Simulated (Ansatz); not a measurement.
Consider the ligand exchange at the Sn–C bond: `C[C](=N)[SnH3]` + HI → `[SnH3][I]` + `CC=N`.

Program: Ansatz. Geometries: PBE0-D4/def2-TZVP. ΔE: electronic, gas phase. CCSD(T)/CBS adds triple-zeta CCSD(T) − MP2 to the extrapolated MP2 energy (def2 sets, frozen cores). Elements past krypton have def2 core potentials. For I, Sn outer-core shells are correlated without core-valence functions, which leaves a few kJ/mol of doubt a bond. One conformer a species, not always the lowest.

```tsv
species	CCSD(T)/CBS(def2) energy (Eh)
`C[C](=N)[SnH3]`	-348.99485
HI	-298.03592
`[SnH3][I]`	-513.29032
`CC=N`	-133.79309
```

Task: Work out ΔE.

Result: ΔE = (-513.29032) + (-133.79309) − (-348.99485) − (-298.03592) = -0.05264 Eh = -33.0 kcal/mol.

Largest T1 diagnostic among the species: 0.014.

In def2-TZVPP, CCSD(T) changes the Hartree–Fock value by +9.5 kcal/mol (the triples alone add +1.2 kcal/mol) and MP2 by +8.1 kcal/mol. From PBE to PBE0 (25 % exact exchange), in def2-TZVPP and without D4, ΔE moves by −2.4 kcal/mol.
